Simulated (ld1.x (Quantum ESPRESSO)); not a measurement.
## BLYP ultrasoft dataset for S, scalar-relativistic all-electron reference.

The input file (ld1.x (Quantum ESPRESSO) 7.5):

```
&input
   title='S', zed=16., rel=1, dft='BLYP', iswitch=3,
   config='[Ne] 3s2 3p4 3d-2',
   nld=3, rlderiv=1.55, eminld=-3.0, emaxld=5.0, deld=0.02
 /
 &inputp
   pseudotype=3, tm=.true., lloc=-1, rcloc=1.20,
   nlcc=.true.,
   file_pseudopw='S.UPF', file_wfcaegen='ae.wfc', file_wfcncgen='nc.wfc', file_beta='beta', file_chi='chi', file_wfcusgen='us.wfc'
 /
5
3S  1  0   2.00   0.00  1.00  1.35  0.0
3S  1  0   0.00  -0.85  1.00  1.35  0.0
3P  2  1   4.00   0.00  1.20  1.40  0.0
3P  2  1   0.00   1.00  1.20  1.40  0.0
3D  3  2  -2.00   0.20  1.15  1.40  0.0
 &test
   configts(1)='3s2 3p4'
 /
```

Command:

```bash
ld1.x < S.in > S.out
```

The program printed (shortened: banner, matrices, multipoles, cross overlaps and the repeated all-electron block are left out):

```
Program LD1 v.7.5

     !!!!!!!!!!!!!!!!!!! WARNING !!!!!!!!!!!!!!!!!!!!!!!
     Message from routine ld1_readin:
     US requires at least two energies per channel 3D
     !!!!!!!!!!!!!!!!!!!!!!!!!!!!!!!!!!!!!!!!!!!!!!!!!!!
     --------------------------- All-electron run ----------------------------

     S
     scalar relativistic calculation

     atomic number is 16.00
     dft =BLYP   lsd =0 sic =0 latt =0  beta=0.20 tr2=1.0E-14
     Exchange-correlation= BLYP
                           (   1   3   1   3   0   0   0)
     mesh =1151 r(mesh) =  99.72449 a.u. xmin = -7.00 dx = 0.01250
     1 Ry =  13.60569312 eV, c = 137.03599908

     n l     nl                  e(Ry)          e(Ha)          e(eV)
     1 0     1S 1( 2.00)      -176.9405       -88.4703     -2407.3985
     2 0     2S 1( 2.00)       -15.5499        -7.7749      -211.5669
     2 1     2P 1( 6.00)       -11.5080        -5.7540      -156.5738
     3 0     3S 1( 2.00)        -1.2578        -0.6289       -17.1130
     3 1     3P 1( 4.00)        -0.5046        -0.2523        -6.8655

     final scf error:  5.0E-15 reached in  24 iterations

     Etot =    -798.464033 Ry,    -399.232017 Ha,  -10863.656607 eV

     Ekin =     801.566152 Ry,     400.783076 Ha,   10905.863085 eV
     Encl =   -1903.371693 Ry,    -951.685847 Ha,  -25896.691155 eV
     Eh   =     354.648198 Ry,     177.324099 Ha,    4825.234546 eV
     Exc  =     -51.306690 Ry,     -25.653345 Ha,    -698.063083 eV

     normalization and overlap integrals

     s(1S/1S) =  1.000000  <r> =   0.0969  <r2> =    0.0126  r(max) =   0.0633
     s(2S/2S) =  1.000000  <r> =   0.4795  <r2> =    0.2737  r(max) =   0.3877
     s(2P/2P) =  1.000000  <r> =   0.4427  <r2> =    0.2452  r(max) =   0.3254
     s(3S/3S) =  1.000000  <r> =   1.6906  <r2> =    3.3335  r(max) =   1.4048
     s(3P/3P) =  1.000000  <r> =   2.0794  <r2> =    5.2344  r(max) =   1.5919

     ------------------------ End of All-electron run ------------------------

     --------------------- Generating US pseudopotential ---------------------

      Generating local potential from pseudized AE potential:
      Matching radius rcloc =   1.2000

      Local pseudo, rcloc= 1.194 Estimated cut-off energy=    16.78 Ry

      Computing core charge for nlcc:

       r > 0.87 : true rho core
       r < 0.87 : rho core = a sin(br)/r    a=   5.90  b=   3.09

      Integrated core pseudo-charge :   2.15

      Wfc   3S  rcut= 1.002  Using Troullier-Martins method
      Wfc-us  3S rcutus= 1.353  Estimated cut-off energy=    23.94 Ry

      Wfc   3S  rcut= 1.002  Using Troullier-Martins method
      Wfc-us  3S rcutus= 1.353  Estimated cut-off energy=    24.52 Ry

      Wfc   3P  rcut= 1.194  Using Troullier-Martins method
      Wfc-us  3P rcutus= 1.387  Estimated cut-off energy=    37.95 Ry

      Wfc   3P  rcut= 1.194  Using Troullier-Martins method
      Wfc-us  3P rcutus= 1.387  Estimated cut-off energy=    40.37 Ry

      Wfc   3D  rcut= 1.136  Using Troullier-Martins method
      Wfc-us  3D rcutus= 1.387  Estimated cut-off energy=    55.35 Ry

     ------------------- End of pseudopotential generation -------------------

     Computing logarithmic derivative in   1.54293
     Computing logarithmic derivative in   1.54293
     Computing the partial wave expansion
     R is outside the sphere for l=    0 j= 0.00
     R is outside the sphere for l=    0 j= 0.00
     R is outside the sphere for l=    1 j= 0.00
     R is outside the sphere for l=    1 j= 0.00
     R is outside the sphere for l=    2 j= 0.00

     ---------------------- Testing the pseudopotential ----------------------

     S
     scalar relativistic calculation

     atomic number is 16.00   valence charge is  6.00
     dft =BLYP   lsd =0 sic =0 latt =0  beta=0.20 tr2=1.0E-14
     mesh =1151 r(mesh) =  99.72449 xmin = -7.00 dx = 0.01250

     n l     nl             e AE (Ry)        e PS (Ry)    De AE-PS (Ry)
     1 0     3S   1( 2.00)       -1.25778       -1.25779        0.00001
     2 1     3P   1( 4.00)       -0.50460       -0.50460        0.00000

     eps = 3.3E-16  iter =  5

     Etot =    -798.464033 Ry,    -399.232017 Ha,  -10863.656607 eV
     Etotps =   -23.304691 Ry,     -11.652346 Ha,    -317.076479 eV

     Ekin =       7.315672 Ry,       3.657836 Ha,      99.534785 eV
     Encl =     -43.702753 Ry,     -21.851377 Ha,    -594.606252 eV
     Ehrt =      16.767384 Ry,       8.383692 Ha,     228.131882 eV
     Ecxc =      -7.584412 Ry,      -3.792206 Ha,    -103.191176 eV
     (Ecc =      -3.025903 Ry,      -1.512951 Ha,     -41.169506 eV)
     Epseu=       3.899418 Ry,       1.949709 Ha,      53.054282 eV

     ---------------------- End of pseudopotential test ----------------------
```

Generation and configuration tests took about 3.4 s on one core of a shared server CPU.
